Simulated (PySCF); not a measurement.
FGeH₅SSi, SMILES F[SiH2][S][GeH3]. The structure is a stationary point at PBE-D3(BJ)/def2-SVP. This is a generated structure with no PubChem entry under its InChIKey; it may be hypothetical. The values are those of a single conformer.

Computed equilibrium geometry at PBE-D3(BJ)/def2-SVP (PySCF confirms it by a frequency run) as Cartesian coordinates in Å (one conformer of several):
```xyz
9

Si     1.8726     0.0403    -0.1513
F      1.6212    -0.3329    -1.7307
S      0.2153     1.1348     0.6360
Ge    -1.3818    -0.4123     0.2065
H      2.0736    -1.2667     0.5551
H      3.0635     0.9417    -0.0404
H     -2.4663    -0.2074     1.2903
H     -1.9639    -0.1798    -1.2076
H     -0.7413    -1.8199     0.3130
```
